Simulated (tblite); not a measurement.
Compound: C₅H₁₁N₃Si.
SMILES with atom numbers: `[CH3:1][CH:2]([CH3:3])[c:4]1[cH:5][n:6][n:7]([SiH3:8])[n:9]1` (hydrogens: H10, H11, H12 on C1; H13 on C2; H14, H15, H16 on C3; H17 on C5; H18, H19, H20 on Si8)

Cartesian coordinates in Å at the GFN2-xTB level; atoms count from 1:
```xyz
20
C5H11N3Si angstrom
C     -2.3227   -0.8462   -0.5208
C     -1.3598   -0.2607    0.5141
C     -1.9286    1.0229    1.1219
C     -0.0345    0.0084   -0.1133
C      0.2976    0.8763   -1.1754
N      1.5911    0.7792   -1.3979
N      2.0350   -0.1053   -0.5181
Si     3.7321   -0.5414   -0.3616
N      1.0821   -0.5845    0.2690
H     -2.5029   -0.1316   -1.3213
H     -3.2737   -1.0887   -0.0518
H     -1.9092   -1.7537   -0.9555
H     -1.1977   -0.9947    1.3098
H     -2.8728    0.8148    1.6202
H     -1.2373    1.4396    1.8512
H     -2.1029    1.7673    0.3478
H     -0.3246    1.5273   -1.7541
H      4.3791    0.4658    0.4795
H      3.7021   -1.8532    0.2718
H      4.2426   -0.5311   -1.7272
```

All values are computed: GFN2-xTB (tblite) harmonic vibrations without scaling, gas phase. Errors from tens to a few hundred cm⁻¹ against measured bands are possible. Modes of hydrogen on silicon can be 10 to 20 % off. One conformer, not necessarily the lowest. The optimisation stopped once no atom felt more than 0.01 eV/Å.

Lowest wavenumbers of the output (negative numbers stand for imaginary wavenumbers):
```
mode    cm-1
  1     -27.9
  2      28.0
  3      99.0
  4     114.1
  5     153.6
  6     201.9
  7     204.6
  8     242.2
```

Problem. Is this structure a minimum?

Solution. Not by this Hessian. 1 mode is imaginary beyond 20i (28i cm⁻¹), so at this level the point lies at or near a first-order saddle. The curvature is small, so loose convergence or finite differences may be the whole cause.

Problem. Which atoms move in the imaginary mode?

Solution. 28i: H18 (Si–H hydrogen) 33 %, H20 (Si–H hydrogen) 32 %, H19 (Si–H hydrogen) 29 %. These are shares of the mass-weighted motion.

Problem. What is the remedy?

Solution. Step along that mode in both directions, optimise again with tighter thresholds and repeat the frequencies. The zero-point energy of this point (97.1 kcal/mol) counts the 53 real modes alone, and thermal corrections from it aren't those of a minimum.
